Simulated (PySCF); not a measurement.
Species: ZnMePh, C7H8Zn (singlet state).
Bonds: Zn1–C2, Zn1–C6, C6–C7, C6–C11, C7–C8, C8–C9, C9–C10, C10–C11. Hydrogens: H3, H4, H5 on C2; H12 on C7; H13 on C8; H14 on C9; H15 on C10; H16 on C11.

Method: PySCF 2.14.0, PBE0-D3(BJ)/def2-SVP geometry optimisation, gas phase; density fitting, grid level 1; the optimiser is geomeTRIC in internal coordinates, started from a GFN2-xTB structure with every atom displaced at random (about 0.03 Å).

Step 1: E = -55781.3901 eV
```
atom  x, y, z in Å  |  force x, y, z in eV/Å
Zn1     0.0294   -0.0836    1.9239   -0.156   0.181  -0.078
C2     -0.0261   -0.0773    3.8777    0.295  -0.134  -0.311
H3      0.9616   -0.3799    4.2682   -0.083   0.046   0.071
H4     -0.7706   -0.7886    4.2630   -0.071   0.023   0.062
H5     -0.2513    0.9311    4.2556   -0.046  -0.004   0.065
C6     -0.0014    0.0156   -0.0352    0.312  -0.180   0.953
C7     -1.2126   -0.0695   -0.7322    1.042   0.136  -0.872
C8     -1.1621   -0.0453   -2.1381   -1.284  -0.085   0.140
C9     -0.0015    0.0458   -2.8900    0.474   0.025   1.028
C10     1.1922    0.1249   -2.1576    0.302  -0.004  -0.460
C11     1.2044    0.1079   -0.7624   -0.496   0.051  -0.336
H12    -2.1778   -0.1439   -0.2197    0.066  -0.007  -0.095
H13    -2.1193   -0.1030   -2.6443   -0.318  -0.030  -0.364
H14    -0.0127    0.0552   -3.9851   -0.024   0.002   0.164
H15     2.1385    0.1931   -2.6998    0.098   0.025   0.006
H16     2.1748    0.1835   -0.2577   -0.111  -0.045   0.029
```

Step 2: E = -55781.1446 eV
```
atom  x, y, z in Å  |  force x, y, z in eV/Å
Zn1     0.0269   -0.0666    1.9091   -0.162   0.070  -0.023
C2     -0.0135   -0.0765    3.8397    0.004  -0.363   0.416
H3      0.9832   -0.3754    4.2461   -0.493   0.098  -0.072
H4     -0.7896   -0.7914    4.2248    0.521   0.442  -0.163
H5     -0.2493    0.9356    4.2230    0.027  -0.204   0.005
C6      0.0181    0.0062   -0.0175    0.319  -0.015  -1.043
C7     -1.1659   -0.0655   -0.7833   -1.449  -0.132   0.728
C8     -1.2972   -0.0551   -2.1767    3.406   0.225   1.560
C9     -0.0235    0.0436   -2.7674   -0.011   0.064  -1.892
C10     1.2345    0.1298   -2.1402   -1.391  -0.125   0.655
C11     1.2291    0.1062   -0.7453   -0.162  -0.016   0.119
H12    -2.1133   -0.1428   -0.2484   -0.193  -0.020   0.370
H13    -2.2301   -0.1155   -2.7100   -0.341  -0.020  -0.263
H14     0.0017    0.0621   -3.8522    0.038   0.003  -0.511
H15     2.1676    0.2068   -2.7094   -0.238  -0.017  -0.039
H16     2.1872    0.1643   -0.2261    0.125   0.010   0.153
```

Step 3: E = -55781.4511 eV
```
atom  x, y, z in Å  |  force x, y, z in eV/Å
Zn1     0.0188   -0.0663    1.9176   -0.117   0.072   0.012
C2     -0.0066   -0.0770    3.8529    0.036  -0.197   0.182
H3      0.9845   -0.3748    4.2531   -0.263   0.043  -0.013
H4     -0.7706   -0.7851    4.2429    0.270   0.225  -0.071
H5     -0.2392    0.9307    4.2403    0.006  -0.097   0.021
C6     -0.0006    0.0047   -0.0134    0.229  -0.033  -0.529
C7     -1.1886   -0.0678   -0.7620   -0.544  -0.054   0.075
C8     -1.2340   -0.0509   -2.1609    1.217   0.078   0.612
C9     -0.0079    0.0456   -2.8276    0.012   0.044  -0.497
C10     1.2115    0.1280   -2.1449   -0.567  -0.056   0.252
C11     1.1998    0.1040   -0.7493   -0.050  -0.005   0.042
H12    -2.1487   -0.1455   -0.2428   -0.050  -0.006   0.109
H13    -2.1758   -0.1115   -2.6992   -0.139  -0.007  -0.106
H14     0.0078    0.0636   -3.9184   -0.029  -0.007  -0.140
H15     2.1553    0.2056   -2.6927   -0.076  -0.006  -0.008
H16     2.1598    0.1628   -0.2291    0.066   0.006   0.060
```

Step 4: E = -55781.4904 eV
```
atom  x, y, z in Å  |  force x, y, z in eV/Å
Zn1     0.0134   -0.0595    1.9162   -0.032   0.050   0.011
C2     -0.0159   -0.0751    3.8603    0.025  -0.025  -0.050
H3      0.9621   -0.3749    4.2708   -0.012  -0.004   0.012
H4     -0.7717   -0.7778    4.2480    0.014   0.013   0.002
H5     -0.2510    0.9259    4.2564   -0.008   0.001   0.018
C6      0.0151   -0.0003   -0.0270    0.105  -0.050   0.206
C7     -1.1860   -0.0745   -0.7511   -0.018   0.008  -0.034
C8     -1.2042   -0.0492   -2.1456   -0.039  -0.001   0.007
C9     -0.0081    0.0511   -2.8511    0.017   0.005   0.025
C10     1.1954    0.1260   -2.1516    0.192   0.014  -0.114
C11     1.2131    0.0994   -0.7582   -0.252  -0.003  -0.053
H12    -2.1452   -0.1526   -0.2281    0.014  -0.005   0.022
H13    -2.1561   -0.1080   -2.6806    0.006   0.000  -0.009
H14    -0.0115    0.0714   -3.9437    0.007   0.001  -0.001
H15     2.1362    0.2046   -2.7023    0.024   0.003  -0.027
H16     2.1801    0.1597   -0.2459   -0.044  -0.006  -0.015
```

**Question.** Estimate the geometry and energy of step 5. (The exact step hangs on the optimiser's Hessian estimate; all steps are aligned on step 4, rigid shifts and turns removed.)

**Answer.** E = -55781.4852 eV, largest force 0.394 eV/Å
```
atom  x, y, z in Å  |  force x, y, z in eV/Å
Zn1     0.0025   -0.0539    1.9216   -0.010   0.026  -0.007
C2     -0.0016   -0.0725    3.8655    0.008   0.013  -0.042
H3      0.9788   -0.3736    4.2671    0.022  -0.008   0.005
H4     -0.7517   -0.7747    4.2616   -0.019  -0.017   0.004
H5     -0.2334    0.9261    4.2694   -0.003   0.007   0.009
C6     -0.0108   -0.0062   -0.0223    0.006  -0.031  -0.016
C7     -1.2075   -0.0790   -0.7538    0.142   0.023  -0.103
C8     -1.1930   -0.0484   -2.1486   -0.254  -0.017  -0.093
C9      0.0050    0.0538   -2.8526    0.049   0.003  -0.093
C10     1.2108    0.1267   -2.1581   -0.287  -0.022   0.123
C11     1.1790    0.0947   -0.7642    0.348   0.032   0.182
H12    -2.1727   -0.1583   -0.2419    0.010  -0.004  -0.022
H13    -2.1377   -0.1052   -2.6977    0.013   0.001  -0.010
H14     0.0001    0.0762   -3.9454   -0.035  -0.002  -0.008
H15     2.1602    0.2066   -2.6954   -0.025  -0.002   0.041
H16     2.1377    0.1537   -0.2387    0.035  -0.001   0.031
```

The energy changes by +0.0052 eV. The first-order estimate −F·Δx gives -0.0141 eV and the mean of the old and new forces, exact on a quadratic surface, +0.0052 eV. The step makes an angle of 70° with the force vector and moves no atom by more than 0.043 Å. The energy falls at the start of this step and ends higher, so the step passed the lowest point of its straight line.

What follows is the cost of the whole optimisation. Time: 2.5 min wall; peak memory 0.72 GiB. Hardware: an Arm Neoverse V1 with one thread, on a shared host.
